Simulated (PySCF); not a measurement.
SMILES COC(=O)CCC#N (C5H7NO2), singlet, GFN2-xTB optimised geometry.

```
15

C      3.04    -1.33    -2.10
O      1.62    -1.27    -1.97
C      1.14    -0.39    -1.09
O      1.83     0.33    -0.42
C     -0.37    -0.44    -1.05
C     -0.92     0.53     0.00
C     -2.36     0.53     0.00
N     -3.50     0.52    -0.01
H      3.50    -1.55    -1.14
H      3.42    -0.37    -2.47
H      3.24    -2.12    -2.82
H     -0.74    -0.18    -2.05
H     -0.68    -1.46    -0.84
H     -0.56     1.55    -0.20
H     -0.56     0.25     0.99
```

Density from PBE/def2-TZVP (PySCF 2.14.0) at that geometry.

Minimum of the electron density along straight lines between bonded atoms, close to the bond critical point (lines longer than 1.1 times the sum of covalent radii, or with two minima, are not listed):

```tsv
bond	length / Å	ρ at the minimum / e bohr⁻³	∇²ρ there / e bohr⁻⁵	position (fraction from the first atom)
C1–O2	1.423	0.249	…	0.36
O2–C3	1.336	0.314	-0.67	0.65
C3–O4	1.201	…	-0.15	0.34
C3–C5	1.515	0.255	-0.64	0.52
C5–C6	1.531	0.239	-0.56	0.50
C6–C7	1.440	0.276	-0.75	0.46
C7–N8	1.143	0.502	…	0.35
C1–H9	1.092	0.283	-0.98	0.65
C1–H10	1.092	0.283	-0.98	0.65
C1–H11	1.087	0.286	-1.01	0.65
C5–H12	1.093	0.276	-0.93	0.65
C5–H13	1.092	0.277	-0.93	0.65
C6–H14	1.094	0.277	-0.94	0.65
C6–H15	1.093	0.277	-0.94	0.65
```

Q: What belongs in the gaps?

A: 
- C1–O2, ∇²ρ there / e bohr⁻⁵: -0.47
- C3–O4, ρ at the minimum / e bohr⁻³: 0.432
- C7–N8, ∇²ρ there / e bohr⁻⁵: -0.17
